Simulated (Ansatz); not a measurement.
Steps of a relaxation of `O/C(F)=[CH]\[GeH3]` with RKS PBE0-D4/def2-TZVP.

```sh
$ ansatz run in.yaml --threads 4 --pin off --events-out ev --progress --plain --max-ram 10444MiB
```

```yaml
crystal:
  periodic: [false, false, false]
  atoms:
    - {symbol: O, position_ang: [-1.263311, 0.829744, 1.047165]}
    - {symbol: C, position_ang: [0.055524, 0.580795, 1.150191]}
    - {symbol: F, position_ang: [0.565440, 1.064075, 2.304460]}
    - {symbol: C, position_ang: [0.798704, -0.065961, 0.235085]}
    - {symbol: Ge, position_ang: [0.049098, -0.750865, -1.416285]}
    - {symbol: H, position_ang: [-1.547671, 1.316501, 1.844458]}
    - {symbol: H, position_ang: [1.865073, -0.192171, 0.465830]}
    - {symbol: H, position_ang: [-1.066145, -1.795309, -1.138319]}
    - {symbol: H, position_ang: [-0.563593, 0.390692, -2.272729]}
    - {symbol: H, position_ang: [1.190080, -1.428700, -2.216955]}
basis:
  gaussian: {orbitals: def2-TZVP}
hamiltonian: {xc: pbe0, dispersion: d4}
relax: {f_tol: 0.005, max_steps: 150}
```

Positions (Å) and forces (eV/Å) along the path, 7 of 7 steps:

```xyz
10
step=1 energy=-63425.3432 eV
O    -1.263    0.830    1.047    0.458    0.254    0.680
C     0.056    0.581    1.150    0.363   -0.375   -0.560
F     0.565    1.064    2.304   -0.277   -0.215   -0.535
C     0.799   -0.066    0.235   -0.200    0.485    0.846
Ge    0.049   -0.751   -1.416   -0.076   -0.008   -0.050
H    -1.548    1.317    1.844    0.158   -0.318   -0.532
H     1.865   -0.192    0.466   -0.564    0.082   -0.093
H    -1.066   -1.795   -1.138    0.186    0.161   -0.029
H    -0.564    0.391   -2.273    0.110   -0.170    0.143
H     1.190   -1.429   -2.217   -0.158    0.104    0.131
10
step=2 energy=-63425.3802 eV
O    -1.253    0.823    1.038    0.191    0.094    0.260
C     0.058    0.573    1.137    0.050   -0.078   -0.125
F     0.564    1.054    2.285   -0.111   -0.070   -0.185
C     0.793   -0.065    0.235   -0.015    0.120    0.225
Ge    0.043   -0.746   -1.409    0.023    0.006    0.021
H    -1.536    1.305    1.828    0.013   -0.091   -0.167
H     1.847   -0.188    0.466   -0.155    0.015   -0.039
H    -1.057   -1.784   -1.125    0.018    0.023   -0.009
H    -0.557    0.392   -2.255    0.007   -0.025    0.016
H     1.181   -1.416   -2.196   -0.021    0.006    0.002
10
step=3 energy=-63425.3830 eV
O    -1.249    0.823    1.040    0.054    0.004    0.031
C     0.058    0.572    1.135   -0.049    0.013   -0.002
F     0.562    1.052    2.279   -0.004   -0.006   -0.012
C     0.792   -0.063    0.237    0.017   -0.016   -0.022
Ge    0.047   -0.745   -1.406   -0.001    0.002    0.004
H    -1.533    1.303    1.825   -0.030    0.005   -0.002
H     1.841   -0.186    0.467    0.013   -0.004   -0.001
H    -1.055   -1.780   -1.126   -0.003   -0.009    0.004
H    -0.557    0.389   -2.251    0.001    0.009   -0.005
H     1.179   -1.417   -2.199    0.003    0.002    0.005
10
step=4 energy=-63425.3831 eV
O    -1.249    0.824    1.041    0.021    0.003    0.012
C     0.058    0.572    1.134   -0.019   -0.002   -0.005
F     0.562    1.051    2.279    0.007    0.002    0.004
C     0.791   -0.064    0.236    0.002   -0.002   -0.004
Ge    0.046   -0.745   -1.406    0.003    0.001    0.001
H    -1.534    1.303    1.826   -0.016    0.002   -0.003
H     1.841   -0.187    0.466    0.005   -0.001   -0.001
H    -1.055   -1.782   -1.125   -0.001    0.001   -0.002
H    -0.556    0.390   -2.252   -0.002   -0.002   -0.001
H     1.180   -1.416   -2.196    0.001   -0.001   -0.002
10
step=5 energy=-63425.3832 eV
O    -1.248    0.825    1.041    0.000    0.002    0.004
C     0.059    0.573    1.135    0.002   -0.011   -0.020
F     0.564    1.051    2.279    0.001    0.005    0.010
C     0.791   -0.063    0.237   -0.005   -0.001   -0.004
Ge    0.046   -0.745   -1.406    0.002    0.003    0.006
H    -1.537    1.302    1.825   -0.001    0.001    0.003
H     1.841   -0.187    0.465    0.001    0.001    0.002
H    -1.055   -1.781   -1.125    0.000    0.000   -0.001
H    -0.557    0.390   -2.252    0.000   -0.001    0.000
H     1.180   -1.416   -2.196    0.001    0.000    0.000
10
step=6 energy=-63425.3832 eV
O    -1.248    0.825    1.042    0.002   -0.001   -0.002
C     0.059    0.573    1.135   -0.004    0.005    0.009
F     0.564    1.051    2.279    0.000   -0.003   -0.005
C     0.791   -0.064    0.236    0.000    0.000    0.000
Ge    0.046   -0.745   -1.406   -0.001   -0.001   -0.003
H    -1.537    1.303    1.826    0.002    0.000    0.001
H     1.841   -0.187    0.465    0.000    0.001    0.001
H    -1.055   -1.782   -1.126    0.000    0.000    0.001
H    -0.557    0.389   -2.253    0.000    0.000    0.000
H     1.180   -1.415   -2.196    0.000    0.000    0.000
10
step=7 energy=-63425.3832 eV
O    -1.248    0.826    1.041   -0.002    0.001    0.001
C     0.058    0.573    1.135    0.000    0.001    0.001
F     0.564    1.051    2.279    0.001    0.000   -0.001
C     0.791   -0.063    0.236    0.001   -0.001   -0.001
Ge    0.046   -0.745   -1.406    0.000    0.000    0.000
H    -1.537    1.303    1.827    0.001   -0.001   -0.001
H     1.840   -0.187    0.465   -0.001    0.000    0.000
H    -1.055   -1.782   -1.126    0.000    0.000    0.000
H    -0.557    0.389   -2.253    0.000    0.000    0.000
H     1.180   -1.416   -2.196    0.000    0.000    0.000
```

Hardware: 4 threads of an Arm Neoverse N1 on a shared host. Wall time 49 s, peak host memory 0.56 GiB.
